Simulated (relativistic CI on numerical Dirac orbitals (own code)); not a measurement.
## Radial parameters of Tc³⁴⁺

Computed by Dirac-Coulomb-Breit CI, separate exchange-only KLI orbitals for each configuration, QED by a radiative potential, unscaled Slater integrals (own radial code, finite nucleus).

Slater integrals F^k, G^k are unscaled and averaged over j, outside the closed core 1s2; ζ comes from projecting the Hamiltonian with its Breit term on Σ l·s of the shell.

- 2s²2p⁵: ζ(2p) = 654490 cm⁻¹; <r>(2p) = 0.1257, <r^2>(2p) = 0.01918 (bohr units).
- 2p⁶3p: ζ(3p) = 174600 cm⁻¹; <r>(3p) = 0.3314, <r^2>(3p) = 0.1266 (bohr units).
- 2p⁶3d: ζ(3d) = 23885 cm⁻¹; <r>(3d) = 0.289, <r^2>(3d) = 0.09596 (bohr units).

Averages of the first 10 configurations, taken without configuration mixing, which lowers the lowest level and can move excited configurations by several eV; other configurations of the list can lie among them:

```csv
Configuration,Parity,States,Average energy above the lowest level (eV)
2s²2p⁵,odd,6,41.1
2s2p⁶,even,2,350.7
2p⁶3s,even,2,3297.0
2p⁶3p,odd,6,3377.8
2p⁶3d,even,10,3469.3
2s²2p⁴3s,even,30,2687.0
2s²2p⁴3p,odd,90,2772.8
2s²2p⁴3d,even,150,2864.8
2s2p⁵3s,odd,24,2975.6
2s2p⁵3p,even,72,3058.9
```
